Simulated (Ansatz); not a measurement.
The same path of C₄H₇FTe (13 atoms, charge 0, multiplicity 1) was run twice with different band settings. The coordinate that changes most is the dihedral F3–C2–Te4–C5.

All numbers below come from RKS PBE-D4/def2-SVP in Ansatz.

Relaxed end points:

```xyz
13
Properties=species:S:1:pos:R:3
C 0.351 -3.164 -0.240
C 0.567 -1.842 -0.345
F 1.786 -1.320 -0.089
Te -0.866 -0.402 -1.004
C -0.206 1.105 0.458
C -0.523 2.522 0.000
H 1.185 -3.841 0.002
H -0.653 -3.578 -0.397
H -0.692 0.855 1.420
H 0.882 0.923 0.547
H -1.613 2.688 -0.128
H -0.170 3.255 0.755
H -0.028 2.764 -0.962
```

```xyz
13
Properties=species:S:1:pos:R:3
C 0.040 -3.190 0.054
C -0.208 -1.912 0.380
F -0.090 -1.489 1.658
Te -0.908 -0.405 -0.963
C 0.357 1.155 -0.063
C -0.197 2.550 -0.312
H 0.291 -3.920 0.840
H -0.006 -3.517 -0.993
H 0.373 0.891 1.012
H 1.373 1.024 -0.480
H -1.215 2.672 0.111
H 0.458 3.311 0.163
H -0.248 2.795 -1.393
```

Common settings: movable images 5; climbing image yes; optimiser quadratic models (default); start path IDPP; force threshold 0.03 eV/Å; iteration limit 60; end points relaxed.

| run | spring |
| --- | --- |
| 1 | 5.0 eV/Å² |
| 2 | 2.0 to 10.0 eV/Å², energy-weighted |

(1) What does each run give, and how far can it be trusted?

## Answers

(1) Run 1: converged after 6 iterations, highest image 0.032 eV above the first end. A vibrational analysis at the climbing image gives one clearly imaginary mode, 49i cm⁻¹: a first-order saddle point.
Run 2: converged after 18 iterations, highest image 0.032 eV above the first end. Another band between the same ends (5 images) ends at a top of the same energy, where a vibrational analysis finds 1 clearly imaginary mode.
